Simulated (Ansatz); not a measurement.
A nudged elastic band was laid between two geometries of Cl3HSi + FH (7 atoms, charge 0, multiplicity 1).

The calculation used RHF/6-31G* in Ansatz.

- movable images: 9
- climbing image: yes
- spring: 5.0 eV/Å²
- optimiser: quadratic models (default)
- start path: through a guess of the saddle point
- force threshold: 0.05 eV/Å
- iteration limit: 60
- end points: relaxed

Initial state:

```xyz
7
Properties=species:S:1:pos:R:3
Si 0.408 0.000 -0.300
H 0.433 0.000 1.151
Cl 2.339 0.000 -0.974
Cl -0.531 1.669 -0.992
Cl -0.531 -1.669 -0.992
F -2.380 0.000 1.587
H -2.503 0.000 2.491
```

Final state:

```xyz
7
Properties=species:S:1:pos:R:3
Si -0.310 0.002 -0.988
H -0.465 -0.006 3.835
Cl 1.515 0.003 -0.122
Cl -0.567 1.662 -2.111
Cl -0.568 -1.662 -2.105
F -1.394 0.004 0.148
H -0.976 -0.003 3.314
```

**Question.** Which bonds break or form, and what moves?

**Answer.** Bonds broken: Si1–H2, F6–H7. Bonds formed: Si1–F6, H2–H7. Cl3HSi + FH becomes Cl3FSi + H2.

**Question.** What energy profile does the band end with?

**Answer.** It converged. The highest image is number 4 of 0 to 10, 2.47 eV above the first end and 3.77 eV above the last; the last end lies 1.30 eV below the first. Neighbouring images differ by up to 1.6 eV, so the band resolves the path poorly. A vibrational analysis at the climbing image gives one clearly imaginary mode, 1756i cm⁻¹: a first-order saddle point. The orbitals stay closed-shell, which can raise the energy where a bond breaks towards radicals; this wasn't checked here.

```tsv
image	path coordinate (Å)	energy (eV)	Si1–H2 (Å)	F6–H7 (Å)	Si1–F6 (Å)
0	0.00	0.00	1.45	0.91	3.37
1	0.63	0.03	1.45	0.91	3.15
2	1.25	0.21	1.45	0.91	2.82
3	1.88	0.94	1.48	0.93	2.32
4	2.51	2.47	1.64	1.18	1.85
5	3.14	0.86	2.10	1.68	1.63
6	3.77	-0.35	2.63	1.93	1.58
7	4.41	-1.02	3.11	2.19	1.57
8	5.04	-1.25	3.65	2.55	1.57
9	5.68	-1.29	4.26	2.88	1.57
10	6.31	-1.30	4.83	3.19	1.57
```

**Question.** What is the geometry of the highest image?

**Answer.** 
```xyz
7
Properties=species:S:1:pos:R:3
Si -0.283 0.000 -0.033
H 0.078 -0.001 1.565
Cl 1.785 0.000 -0.294
Cl -0.811 1.745 -0.937
Cl -0.811 -1.745 -0.936
F -1.841 0.001 0.957
H -0.883 0.000 1.650
```

Time of the run: 2.5 min on 2 threads of Arm Neoverse V1 (shared host), peak memory 0.2 GiB.
